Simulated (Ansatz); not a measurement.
A run of Ansatz (development build ahead of 0.2.0) on quintet CoN at this shape:

```yaml
atoms:
  - { symbol: Co, position_ang: [0.0000, 0.0000, 0.7875] }
  - { symbol: N, position_ang: [0.0000, 0.0000, -0.7875] }
```

Its results:

```yaml
Converged: yes
Reference_energy: -1435.69709 hartree
CCSD_correlation_energy: -0.86875 hartree
Triples_correction: -0.04558 hartree
Total_energy: -1436.61142 hartree
Spin_squared_of_the_determinant: 6.103
```

Which input gives this output? Name the method, the orbitals and the basis set, and write the input.

UHF-CCSD(T) in cc-pVTZ.

```yaml
crystal:
  periodic: [false, false, false]
  atoms:
    - { symbol: Co, position_ang: [0.0, 0.0, 0.7875] }
    - { symbol: "N", position_ang: [0.0, 0.0, -0.7875] }
basis:
  gaussian: { orbitals: cc-pVTZ }
magnetization:
  spin_polarized: true
  initial_magnetization: 4
hamiltonian:
  xc: hf
correlation:
  method: ccsd_t
  frozen_orbitals: { Co: 5, "N": 1 }
```
